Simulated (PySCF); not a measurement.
Job file and geometry (Å, from PBE0-D3(BJ)/def2-SVP) of an NMR shielding run on calcium monohydride cation, [CaH]+, GIAO CAM-B3LYP/pcSseg-2 NMR shielding, non-relativistic, gas phase in PySCF 2.14.0, density-fitted response routines; density fitting, a coarse starting grid and PySCF grid level 2 are the driver's defaults:

```
$ OMP_NUM_THREADS=1 python probes_run.py task.json out

{"job": {"kind": "nmr", "xc": "CAM-B3LYP", "basis": "pcSseg-2", "pop": false}, "charge": 1, "multiplicity": 1}
Ca     0.947377    -0.041381     0.004831
H     -0.934195     0.010308    -0.017830
```

**Question.** What does the program print?

**Answer.** 
```
coarse grid: 3048 points
cycle   1  E = -677.9408888354  dE =  9.683e-02  |g| = 1.877e-01  |ddm| = 1.652e+00
cycle   2  E = -677.9572854499  dE = -1.640e-02  |g| = 1.110e-01  |ddm| = 3.903e-01
cycle   3  E = -677.9601838339  dE = -2.898e-03  |g| = 2.318e-02  |ddm| = 8.839e-02
cycle   4  E = -677.9609623707  dE = -7.785e-04  |g| = 8.792e-03  |ddm| = 5.836e-02
cycle   5  E = -677.9610816294  dE = -1.193e-04  |g| = 3.429e-03  |ddm| = 2.955e-02
cycle   6  E = -677.9610989046  dE = -1.728e-05  |g| = 6.500e-04  |ddm| = 1.647e-02
cycle   7  E = -677.9610994863  dE = -5.817e-07  |g| = 4.473e-05  |ddm| = 4.195e-03
final grid: 18448 points
cycle   8  E = -677.9627642518  dE = -9.861e-07  |g| = 9.196e-04  |ddm| = 1.996e-03
cycle   9  E = -677.9627642946  dE = -4.282e-08  |g| = 4.085e-04  |ddm| = 5.561e-04
cycle  10  E = -677.9627643065  dE = -1.185e-08  |g| = 2.125e-05  |ddm| = 1.884e-04
cycle  11  E = -677.9627643065  dE = -8.163e-11  |g| = 3.650e-06  |ddm| = 2.232e-05
converged SCF energy = -677.9627643065

GIAO shielding tensors (ppm)
atom      isotropic    diamagn.    paramagn.     s11        s22        s33       span
  0 Ca    1134.828    1418.270    -283.442    993.357    993.358   1417.768    424.411
  1 H       23.828      25.088      -1.260     19.224     19.224     33.036     13.813
```

**Question.** Turn these shieldings into chemical shifts. δ = σ(ref) − σ, references computed at the same level: ¹H (σref 31.34) vs TMS.

**Answer.** Averaging equivalent atoms: H 1: 7.51 ppm. No reference was computed at this level for Ca. 

Size and cost of the density-fitted run: 64 basis functions, 0.65 s wall time on 1 thread of an Intel Xeon 6975P-C, shared host; peak memory 0.31 GiB.
